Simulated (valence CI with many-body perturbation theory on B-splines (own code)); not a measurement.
**Ta⁴²⁺: calculated level list**

Method: valence CI with perturbative core correlation (CI+MBPT): three valence electrons over a frozen Dirac-Fock core [Ar] 3d10, a basis of 11 s, 11 p, 9 d, 7 f, 5 g, 2 h, 1 i functions for each j, with the one-electron correlation potential Σ1 (screened to all orders), the two-electron term Σ2, the three-electron term Σ3, Breit, model QED; selected single and double excitations, second order for the rest (own B-spline code, finite nucleus).

No measured spectrum was set against this ion. As an estimate, large intervals hold to a few tenths of a per cent, small ones and those within an open d or f shell to about a per cent.

Levels 1 to 45 of 67, with energies above the lowest level, (4s^2 4p1/2) J=1/2. "Leading %" is the weight of the configuration and term that name the level; weights of strongly mixed levels are sums over their largest components and can fall short. In the jj column 3d3/2^4 stands for four electrons in 3d with j = 3/2. Lifetimes count E1, E2, E3, M1 and M2 decay at the calculated energies, and are blank where another channel may lead or the interval is too uncertain; long ones can be off by a factor of two.

| No. | Configuration | Term | J | E (eV) | Leading % | Lifetime | Leading jj |
| --- | --- | --- | --- | --- | --- | --- | --- |
| 1 | 4s2 4p | 2P° | 1/2 | 0.00 | 100 |  | 4s^2 4p1/2 (100 %) |
| 2 | 4s2 4p | 2P° | 3/2 | 91.29 | 99 | 271 ns | 4s^2 4p3/2 (99 %) |
| 3 | 4s 4p2 | 4P | 1/2 | 94.21 | 58 | 36.0 ps | 4s 4p1/2^2 (98 %) |
| 4 | 4s 4p2 | 4P | 3/2 | 172.73 | 91 | 218 ps | 4s 4p1/2 4p3/2 (99 %) |
| 5 | 4s 4p2 | 2D | 5/2 | 180.90 | 58 | 76.5 ps | 4s 4p1/2 4p3/2 (98 %) |
| 6 | 4s 4p2 | 2D | 3/2 | 192.53 | 64 | 2.96 ps | 4s 4p1/2 4p3/2 (95 %) |
| 7 | 4s 4p2 | 2P | 1/2 | 195.09 | 70 | 1.53 ps | 4s 4p1/2 4p3/2 (97 %) |
| 8 | 4s2 4d | 2D | 3/2 | 248.29 | 93 | 907 fs | 4s^2 4d3/2 (93 %) |
| 9 | 4s2 4d | 2D | 5/2 | 260.25 | 54 | 21.5 ps | 4s^2 4d5/2 (54 %) |
| 10 | 4s2 4d | 2D | 5/2 | 276.49 | 44 | 1.93 ps | 4s 4p3/2^2 (54 %) |
| 11 | 4s 4p2 | 2S | 1/2 | 286.37 | 69 | 2.23 ps | 4s 4p3/2^2 (98 %) |
| 12 | 4p3 | 2P° | 3/2 | 287.18 | 45 | 3.19 ps | 4p1/2^2 4p3/2 (94 %) |
| 13 | 4s 4p2 | 2P | 3/2 | 290.05 | 62 | 1.05 ps | 4s 4p3/2^2 (96 %) |
| 14 | 4s 4p 4d | 4F° | 3/2 | 322.61 | 80 | 19.4 ps | 4s 4p1/2 4d3/2 (98 %) |
| 15 | 4s 4p 4d | 4F° | 5/2 | 329.31 | 50 | 31.8 ps | 4s 4p1/2 4d3/2 (94 %) |
| 16 | 4s 4p 4d | 4D° | 1/2 | 342.22 | 62 | 849 fs | 4s 4p1/2 4d3/2 (98 %) |
| 17 | 4s 4p 4d | 4D° | 3/2 | 343.12 | 38 | 853 fs | 4s 4p1/2 4d3/2 (88 %) |
| 18 | 4s 4p 4d | 4P° | 5/2 | 349.59 | 37 | 3.30 ps | 4s 4p1/2 4d5/2 (96 %) |
| 19 | 4s 4p 4d | 4F° | 7/2 | 354.62 | 50 | 4.45 ps | 4s 4p1/2 4d5/2 (95 %) |
| 20 | 4s 4p 4d | 2D° | 3/2 | 358.62 | 32 | 2.79 ps | 4s 4p1/2 4d5/2 (65 %) |
| 21 | 4s 4p 4d | 2F° | 5/2 | 359.18 | 38 | 3.90 ps | 4s 4p1/2 4d5/2 (84 %) |
| 22 | 4p3 | 2D° | 5/2 | 379.59 | 76 | 1.58 ps | 4p1/2 4p3/2^2 (76 %) |
| 23 | 4p3 | 2D° | 3/2 | 380.86 | 38 | 964 fs | 4p1/2 4p3/2^2 (69 %) |
| 24 | 4p3 | 2P° | 1/2 | 384.08 | 94 | 1.61 ps | 4p1/2 4p3/2^2 (94 %) |
| 25 | 4s 4p 4d | 4D° | 5/2 | 421.46 | 38 | 1.19 ps | 4s 4p3/2 4d3/2 (84 %) |
| 26 | 4s 4p 4d | 4D° | 3/2 | 422.19 | 42 | 1.11 ps | 4s 4p3/2 4d3/2 (98 %) |
| 27 | 4s 4p 4d | 4P° | 1/2 | 422.24 | 87 | 1.21 ps | 4s 4p3/2 4d3/2 (98 %) |
| 28 | 4s 4p 4d | 4F° | 7/2 | 423.42 | 40 | 1.41 ps | 4s 4p3/2 4d3/2 (74 %) |
| 29 | 4s2 4f | 2F° | 5/2 | 425.26 | 59 | 2.16 ps | 4s^2 4f5/2 (59 %) |
| 30 | 4s 4p 4d | 4F° | 9/2 | 431.04 | 100 | 312 ns | 4s 4p3/2 4d5/2 (100 %) |
| 31 | 4p2 4d | 2D | 3/2 | 433.61 | 38 | 7.26 ps | 4p1/2^2 4d3/2 (98 %) |
| 32 | 4s2 4f | 2F° | 7/2 | 434.15 | 67 | 4.20 ps | 4s^2 4f7/2 (67 %) |
| 33 | 4s 4p 4d | 2D° | 3/2 | 435.37 | 64 | 887 fs | 4s 4p3/2 4d3/2 (69 %) |
| 34 | 4s 4p 4d | 2D° | 5/2 | 442.41 | 46 | 2.50 ps | 4s 4p3/2 4d5/2 (98 %) |
| 35 | 4s 4p 4d | 2P° | 1/2 | 444.41 | 74 | 646 fs | 4s 4p3/2 4d3/2 (91 %) |
| 36 | 4s 4p 4d | 2P° | 3/2 | 445.15 | 36 | 1.99 ps | 4s 4p3/2 4d5/2 (56 %) |
| 37 | 4s 4p 4d | 2F° | 7/2 | 449.44 | 83 | 2.16 ps | 4s 4p3/2 4d5/2 (85 %) |
| 38 | 4s 4p 4d | 2F° | 5/2 | 450.50 | 41 | 582 fs | 4s 4p3/2 4d3/2 (68 %) |
| 39 | 4p2 4d | 2D | 5/2 | 458.32 | 29 | 3.41 ps | 4p1/2^2 4d5/2 (95 %) |
| 40 | 4s 4p 4d | 2P° | 1/2 | 460.75 | 88 | 1.75 ps | 4s 4p3/2 4d5/2 (91 %) |
| 41 | 4s 4p 4d | 2F° | 7/2 | 461.05 | 54 | 943 fs | 4s 4p3/2 4d5/2 (76 %) |
| 42 | 4s 4p 4d | 2P° | 3/2 | 464.42 | 79 | 1.08 ps | 4s 4p3/2 4d5/2 (97 %) |
| 43 | 4s 4p 4d | 2D° | 5/2 | 468.47 | 55 | 830 fs | 4s 4p3/2 4d5/2 (89 %) |
| 44 | 4p3 | 2P° | 3/2 | 482.77 | 40 | 644 fs | 4p3/2^3 (76 %) |
| 45 | 4s 4p 4f | 4G | 5/2 | 509.77 | 26 | 8.45 ps | 4s 4p1/2 4f5/2 (56 %) |

The ionisation energy to 4s2 1S_0 of the next ion comes out as 2114.1 eV (NIST: 2113 ± 4 eV (theoretical)). All 67 levels together are meant to be complete up to 562.10 eV.
